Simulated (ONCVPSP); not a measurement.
## Transferability test, ONCV potential for Dy

dysprosium (Dy), optimised norm-conserving Vanderbilt (ONCV), made with ONCVPSP 4.0.1 (PBE, scalar-relativistic). Core [Kr] 4d10 4f9, reference 5s2 5p6 5d1 6s1.75 6p0.25. Waves: 5s+6s: rc 2.50 bohr, ncon 5, nbas 9, qcut 6.1 1/bohr, 2 projectors; 5p+6p: rc 2.10 bohr, ncon 4, nbas 7, qcut 7.4 1/bohr, 2 projectors; 5d: rc 3.60 bohr, ncon 4, nbas 9, qcut 4.9 1/bohr, 3 projectors, debl 2.3 Ha; f scattering state at 0.08 Ha: rc 3.95 bohr, ncon 4, nbas 9, qcut 3.2 1/bohr, 2 projectors, debl 0.6 Ha. Local part: polynomial inside 1.70 bohr (lpopt 5, dvloc0 1 Ha). Core correction: Teter function fitted to the true core (icmod 2), fcfact 0.78.

Energies are relative to the spin-unpolarised reference configuration 5s2 5p6 5d1 6s1.75 6p0.25; without spin polarisation the order of configurations can differ from experiment.

| valence configuration | charge | ΔE all-electron (eV) | error AE − PS (meV) |
| --- | --- | --- | --- |
| 5s2 5p6 5d1 6s2 6p0 | 0 | -0.738 | +0.2 |
| 5s2 5p6 5d1.5 6s1.5 6p0 | 0 | 0.280 | +0.6 |

Problem. What are ΔE and the potential's error for 5s2 5p6 5d1 6s1 6p0?

Solution. ΔE = 6.103 eV all-electron; the error (AE − PS) is +0.3 meV.

Problem. What are ΔE and the potential's error for 5s2 5p6 5d1 6s0 6p0?

Solution. ΔE = 18.534 eV all-electron; the error (AE − PS) is +9.7 meV.

Levels in the configuration 5s2 5p6 5d1 6s0 6p0:

```json
{"level": "5s", "all-electron (eV)": "-66.894", "pseudo (eV)": "-67.089"}
{"level": "5p", "all-electron (eV)": "-42.523", "pseudo (eV)": "-42.642"}
{"level": "5d", "all-electron (eV)": "-15.176", "pseudo (eV)": "-15.188"}
```
